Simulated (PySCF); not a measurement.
## [Tb(NH3)]3+ at several levels of theory

Computed with PySCF 2.14.0 (density fitting, no spin-orbit coupling) at the geometry relaxed with PBE0:

```xyz
5
[Tb(NH3)]3+ (singlet in the valence; each metal's 4f electrons, 8 of them, lie in its core potential, out of spins and levels)
Tb    0.0000    0.0000   -0.1329
N     0.0000    0.0000    2.1936
H     0.9417    0.0000    2.6533
H    -0.4709    0.8156    2.6533
H    -0.4708   -0.8156    2.6533
```

```json
{"level": "PBE0", "basis": "Tb lcecp-1-SVP with ECP54, N def2-SVP, H def2-SVP", "state": "singlet", "HOMO (eV)": "-27.83", "gap (eV)": "7.50", "charge on Tb1 (e)": "2.47", "population of f-type functions on Tb1 (polarisation alone where 4f lies in the core)": "0.02", "dipole about the centre of mass (D)": "3.84", "largest force component (eV/Å)": "0.00"}
{"level": "PBE0", "basis": "Tb lcecp-1-TZVP with ECP54, N def2-TZVP, H def2-TZVP", "state": "singlet", "HOMO (eV)": "-27.75", "gap (eV)": "7.47", "charge on Tb1 (e)": "2.56", "population of f-type functions on Tb1 (polarisation alone where 4f lies in the core)": "0.02", "dipole about the centre of mass (D)": "3.91", "largest force component (eV/Å)": "0.32"}
```

In the lcecp rows the 4f levels are missing from HOMO and gap, and the state counts the valence alone.

Charges are Mulliken's, which hang on the basis. The relaxation used the grid (50, 194), these runs (75, 302) or, all-electron (x2c bases, spin-free X2C Hamiltonian), (99, 590).

A further run in the first row's basis gives HOMO (eV) -26.46, gap (eV) 5.03, charge on Tb1 (e) 2.42, population of f-type functions on Tb1 (polarisation alone where 4f lies in the core) 0.01, dipole about the centre of mass (D) 4.20, largest force component (eV/Å) 0.38. Which level was it?
A. PBE
B. TPSSh

A. The others give HOMO -27.02 eV (TPSSh).

In the first row's basis the gap widens with exact exchange: 5.0 eV for PBE (none); 6.3 to 7.5 eV for TPSSh, PBE0 (a fixed share).

An lcecp potential fixes the number of 4f electrons, so in runs with it no electron can move into or out of that shell.
